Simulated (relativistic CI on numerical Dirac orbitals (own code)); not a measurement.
**Electric-dipole lines of Ir⁴⁹⁺**

Computed by Dirac-Coulomb-Breit CI, orbitals from a KLI potential per configuration, model QED (radiative potential, 1s self-energy scaled to tabulated hydrogen-like ionisation energies), unscaled Slater integrals (own radial code, finite nucleus).

CI space (outside the closed core [Ne]): 3s²3p⁶3d¹⁰, 3s²3p⁶3d⁹4s, 3s²3p⁶3d⁹4p, 3s²3p⁶3d⁹4d, 3s²3p⁵3d¹⁰4s, 3s²3p⁶3d⁹4f, 3s²3p⁵3d¹⁰4p, 3s²3p⁶3d⁸4s², 3s²3p⁵3d¹⁰4d, 3s²3p⁶3d⁸4s4p, 3s3p⁶3d¹⁰4s, 3s²3p⁶3d⁹5s, 3s²3p⁵3d¹⁰4f, 3s²3p⁶3d⁸4p², 3s²3p⁶3d⁸4s4d, 3s²3p⁶3d⁹5p. Levels of other configurations are missing.

```
λ vac (Å)                  Lower                   Upper   A (s⁻¹)  log gf  S velocity/length
   4.6869     3s²3p⁶3d¹⁰ ¹S0 [1]  3s²3p⁵3d¹⁰4d ¹P°1 [72]  1.22e+14    0.08               0.97
   5.1028     3s²3p⁶3d¹⁰ ¹S0 [1]   3s²3p⁶3d⁹4f ¹P°1 [59]  5.15e+14    0.78               0.95
   5.2794     3s²3p⁶3d¹⁰ ¹S0 [1]   3s²3p⁶3d⁹4f ³D°1 [51]  1.76e+14    0.34               0.95
   25.350    3s²3p⁶3d⁹4s ³D3 [2]  3s²3p⁵3d¹⁰4s ³P°2 [31]  2.09e+12    0.00               0.92
   25.351  3s²3p⁶3d⁹4p ³F°4 [10]   3s²3p⁵3d¹⁰4p ³D3 [61]  1.81e+12    0.09               0.91
   43.059   3s²3p⁶3d⁹4p ³F°3 [7]    3s²3p⁶3d⁹4d ³F3 [21]  6.07e+11    0.07               0.96
   43.259   3s²3p⁶3d⁹4p ³P°2 [6]    3s²3p⁶3d⁹4d ³D2 [20]  8.28e+11    0.07               0.96
   43.590   3s²3p⁶3d⁹4p ³F°2 [8]    3s²3p⁶3d⁹4d ³G3 [29]  1.04e+12    0.32               1.05
   43.678   3s²3p⁶3d⁹4p ³F°3 [7]    3s²3p⁶3d⁹4d ³G4 [19]  1.03e+12    0.43               1.05
   52.462    3s²3p⁶3d⁹4s ³D3 [2]   3s²3p⁶3d⁹4p ³D°3 [13]  3.61e+11    0.02               0.96
   52.911    3s²3p⁶3d⁹4s ¹D2 [3]   3s²3p⁶3d⁹4p ³D°3 [13]  2.68e+11   -0.10               1.02
   53.413    3s²3p⁶3d⁹4s ¹D2 [3]   3s²3p⁶3d⁹4p ¹P°1 [12]  5.76e+11   -0.13               0.92
   53.645    3s²3p⁶3d⁹4s ³D2 [5]   3s²3p⁶3d⁹4p ³F°3 [16]  5.97e+11    0.26               1.04
   53.694    3s²3p⁶3d⁹4s ¹D2 [3]   3s²3p⁶3d⁹4p ¹D°2 [11]  4.77e+11    0.01               0.97
   53.712    3s²3p⁶3d⁹4s ³D3 [2]   3s²3p⁶3d⁹4p ³F°4 [10]  5.93e+11    0.36               1.05
   64.493   3s²3p⁶3d⁹4d ³G4 [19]   3s²3p⁶3d⁹4f ³H°5 [40]  2.90e+11    0.30               1.09
   67.160  3s²3p⁶3d⁹4p ³D°3 [13]    3s²3p⁶3d⁹4d ³F4 [26]  2.65e+11    0.21               1.03
   67.393  3s²3p⁶3d⁹4p ³F°3 [16]    3s²3p⁶3d⁹4d ³G4 [34]  3.55e+11    0.34               1.06
   67.456  3s²3p⁶3d⁹4p ³F°4 [10]    3s²3p⁶3d⁹4d ³G5 [23]  3.51e+11    0.42               1.08
   72.017   3s²3p⁶3d⁹4d ³G5 [23]   3s²3p⁶3d⁹4f ³H°6 [43]  2.24e+11    0.35               1.10
```

Terms are leading LS components. Brackets give the number of a level in order of energy, since labels repeat. The list gives strong lines, with weight on those to low levels, among the lowest 200 of 455 levels, so that lines to higher ones, which can be the strongest, are missing. Levels whose partners in the same complex of configurations lie outside the list can be far off, and so can their lines. Rates are taken at the computed energies, electric ones in the length gauge. A velocity-to-length ratio far from 1 marks an uncertain rate.

At this charge energies of transitions that change n are usually good to better than 1 %, and those within a shell (Δn = 0) to a few per cent.

Task: From the table, what is the radiative lifetime of 3s²3p⁶3d⁹4p ³D°3?

Result: The listed rates from this level add up to about 6.29e+11 s⁻¹, 100 % of its decay; with all channels τ = 1.59e-12 s.

LS names give the leading component of a level, which can be under half, so a name can repeat, a term be missing and a line seem to break the LS rules.
